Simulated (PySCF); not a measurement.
Cl6Pt, charge -2, singlet, geometry from GFN2-xTB (such geometries of metal compounds can be far from the true shape) (core potentials on Pt). Base run: DF-CAMB3LYP/def2-SVP (PySCF).

Input for PySCF:
```python
from pyscf import gto, scf, dft

mol = gto.Mole()
mol.atom = '''
    Pt   -0.000000    0.000000    0.000000
    Cl    2.079927    0.862497   -0.735908
    Cl    0.743768    0.122523    2.245742
    Cl   -0.743768   -0.122523   -2.245742
    Cl   -2.079927   -0.862497    0.735908
    Cl   -0.855728    2.202872    0.163225
    Cl    0.855728   -2.202872   -0.163225
'''
mol.basis = 'def2-svp'
mol.ecp = {'Pt': 'def2-svp'}
mol.charge = -2
mol.spin = 0
mol.verbose = 3
mol.build()

mf = dft.RKS(mol)
mf.xc = 'camb3lyp'
mf = mf.density_fit(auxbasis='def2-universal-jkfit')
mf.kernel()
mf.analyze()
```

Each row names what was changed in the base input (with any setting that the change needs).

| change | ΔE vs base (mEh) | grid points | electrons on the grid | outcome |
|---|---|---|---|---|
| base | 0.000 | 137592 | 121.99999 | converged |
| grids.atom_grid = (30, 110) | -0.392 | 16984 | 121.99876 | converged |
| grids.prune = off | -0.003 | 251720 | 122.00000 | converged |
| grids.prune = dft.gen_grid.sg1_prune | - | - | - | stopped with an error |
| small_rho_cutoff = 0 | 0.000 | 137592 | 121.99999 | converged |
| grids.level = 5 | -0.004 | 309648 | 122.00000 | converged |
| grids.level = 1 | -0.107 | 46832 | 121.99994 | converged |
| grids.atom_grid = (150, 974) | -0.001 | 518704 | 122.00000 | converged |
| grids.prune = dft.gen_grid.treutler_prune | 0.001 | 133560 | 122.00000 | converged |
| grids.level = 0 | 275.4 | 13008 | 121.95761 | converged |
| grids.radi_method = mura_knowles | 0.000 | 126104 | 121.99999 | converged |

- grids.prune = dft.gen_grid.sg1_prune: ended with `IndexError: index 78 is out of bounds for axis 0 with size 19`
